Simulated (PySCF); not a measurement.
## Orbital picture of RbP

UHF at R = 3.150 Å; PySCF, spin-free X2C with a Gaussian nucleus, basis sets Rb x2c-TZVPPall, P x2c-TZVPPall. State: ³Σ⁻ (triplet), unpaired electrons π ↑↑. Only the outer orbitals are listed, counted within each symmetry.

```json
{"spin": "α", "orbital": "10σ", "occ.": "1", "ε (eV)": "-42.54", "on Rb (%)": "100", "main shells (%)": "100 Rb s"}
{"spin": "α", "orbital": "5π", "occ.": "1", "ε (eV)": "-22.03", "on Rb (%)": "100", "main shells (%)": "100 Rb p"}
{"spin": "α", "orbital": "5π", "occ.": "1", "ε (eV)": "-22.03", "on Rb (%)": "100", "main shells (%)": "100 Rb p"}
{"spin": "α", "orbital": "11σ", "occ.": "1", "ε (eV)": "-21.98", "on Rb (%)": "96", "main shells (%)": "96 Rb p"}
{"spin": "α", "orbital": "12σ", "occ.": "1", "ε (eV)": "-18.62", "on Rb (%)": "5", "main shells (%)": "94 P s"}
{"spin": "α", "orbital": "6π", "occ.": "1", "ε (eV)": "-7.51", "on Rb (%)": "5", "main shells (%)": "95 P p"}
{"spin": "α", "orbital": "6π", "occ.": "1", "ε (eV)": "-7.51", "on Rb (%)": "5", "main shells (%)": "95 P p"}
{"spin": "α", "orbital": "13σ", "occ.": "1", "ε (eV)": "-6.21", "on Rb (%)": "9", "main shells (%)": "90 P p"}
{"spin": "α", "orbital": "14σ", "occ.": "0", "ε (eV)": "-0.24", "on Rb (%)": "99", "main shells (%)": "69 Rb s, 29 Rb p"}
{"spin": "α", "orbital": "7π", "occ.": "0", "ε (eV)": "0.43", "on Rb (%)": "100", "main shells (%)": "74 Rb p, 26 Rb d"}
{"spin": "α", "orbital": "7π", "occ.": "0", "ε (eV)": "0.43", "on Rb (%)": "100", "main shells (%)": "74 Rb p, 26 Rb d"}
{"spin": "β", "orbital": "10σ", "occ.": "1", "ε (eV)": "-42.54", "on Rb (%)": "100", "main shells (%)": "100 Rb s"}
{"spin": "β", "orbital": "5π", "occ.": "1", "ε (eV)": "-22.02", "on Rb (%)": "100", "main shells (%)": "100 Rb p"}
{"spin": "β", "orbital": "5π", "occ.": "1", "ε (eV)": "-22.02", "on Rb (%)": "100", "main shells (%)": "100 Rb p"}
{"spin": "β", "orbital": "11σ", "occ.": "1", "ε (eV)": "-21.92", "on Rb (%)": "98", "main shells (%)": "98 Rb p"}
{"spin": "β", "orbital": "12σ", "occ.": "1", "ε (eV)": "-13.96", "on Rb (%)": "5", "main shells (%)": "94 P s"}
{"spin": "β", "orbital": "13σ", "occ.": "1", "ε (eV)": "-5.29", "on Rb (%)": "13", "main shells (%)": "86 P p, 9 Rb s"}
{"spin": "β", "orbital": "14σ", "occ.": "0", "ε (eV)": "-0.23", "on Rb (%)": "98", "main shells (%)": "65 Rb s, 31 Rb p"}
{"spin": "β", "orbital": "6π", "occ.": "0", "ε (eV)": "0.41", "on Rb (%)": "100", "main shells (%)": "78 Rb p, 21 Rb d"}
{"spin": "β", "orbital": "6π", "occ.": "0", "ε (eV)": "0.41", "on Rb (%)": "100", "main shells (%)": "78 Rb p, 21 Rb d"}
```

Task: Which are the highest filled and the lowest empty level, where do they sit, and how wide is the gap?

Result: Highest filled β 13σ at -5.29 eV (in %: 86 P p, 9 Rb s); lowest empty α 14σ at -0.24 eV (in %: 69 Rb s, 29 Rb p); the gap at UHF is 5.05 eV.

The bond order (Mayer) is 0.67. The ⟨S²⟩ is 2.018 and the charge on Rb (Mulliken, basis-dependent) is 0.63. The charge on Rb (Löwdin, basis-dependent) is 0.18. The dipole moment (positive dipole means Rb(−)P(+)) is -11.13 D and the polarisability along the bond is 109.8 bohr³. The polarisability across the bond is 52.4 bohr³.

Spin–orbit coupling is left out. The state is the lowest determinant that a PBE0 search found; another state may lie lower at other levels.
